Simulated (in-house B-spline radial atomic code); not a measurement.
Solving the quasi-particle equation for 4s of Rb VIII (Rb7+)

Configuration [Ar] 3d10 4s2, start PBE0; correlation leaves out the 6 deepest shells. Computed with an all-electron radial atomic-structure program (B-spline basis): all electrons, scalar-relativistic (spin-free one-electron X2C), finite nucleus, each spin shell either full or empty, empty states to l = 9 with an (l + 1/2)⁻⁴ tail; G0W0 by contour deformation at full frequency.

At the mean-field level ε = -127.071 eV the matrix elements are Σx = -26.832 eV, v_xc = -23.042 eV and Σc(ε) = -1.946 eV, and the slope of the correlation self-energy is dΣc/dω = -0.0337. The quasi-particle energy solves E = ε + Σx − v_xc + Σc(E).

Problem. What does the linearised equation give?

Solution. Z = 1/(1 − dΣc/dω) = 1/1.0337 = 0.9674. The first-order shift is Σx − v_xc + Σc(ε) = -26.832 − (-23.042) + (-1.946) = -5.736 eV, so E ≈ ε + Z × shift = -127.071 + 0.9674 × (-5.736) = -132.620 eV.

Problem. How does that compare with the full solution and with static screening?

Solution. Solving the equation at full frequency dependence gives E = -132.633 eV, where Σc = -1.772 eV and the weight is 0.972; the linearised value is off by 13 meV. Leaving Z out would give -132.807 eV. Static COHSEX puts -3.884 eV in place of Σc and gives -134.745 eV, 2.11 eV deeper.
